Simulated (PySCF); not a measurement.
# Ionisation energy of As by level of theory

As [Ar] 3d10 4s2 4p3 (4S) → As⁺ [Ar] 3d10 4s2 4p2 (3P), as a difference of total energies. Computed with PySCF 2.14 in def2-TZVPPD, with the non-relativistic Hamiltonian (point nucleus). Correlated levels: valence: [Ar] 3d10 frozen; valence and next inner shell: [Ne] frozen. The calculations carry no spin-orbit coupling.

Question: Order these methods by the ionisation energy they give, lowest first.
A. SCS-MP2 (valence and next inner shell)
B. UHF
C. SCS-MP2 (valence)
D. TPSSh

Answer: B (9.447 eV), C (9.776 eV), A (9.822 eV), D (9.951 eV).

These non-relativistic numbers lack the scalar-relativistic shift.

Errors of the correlated levels include the incompleteness of this basis and the frozen core.

For comparison: 10.008 eV (measured; NIST levels, between the centres of gravity of the two terms).
